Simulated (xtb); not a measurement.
CaO, SMILES [O]=[Ca]. All values are semi-empirical tight-binding results from xtb (GFN2-xTB unless named), good for trends rather than for accurate numbers. Geometry: GFN2-xTB.

Optimised geometry:

Bonded distances (Å): Ca1–O2 1.846.
Charge 0, spin multiplicity 1.

For metal compounds this method's bond lengths and energies can be far off.

The point group as xtb finds it comes out as C∞v and the orbital gap is 1.51 eV.

Give the atomic charges and the Wiberg bond orders between heavy atoms. (Estimate from the structure and the level; the computed values follow.)

charges (e) Ca1 0.56, O2 -0.56. Bond orders Ca1–O2 1.91.
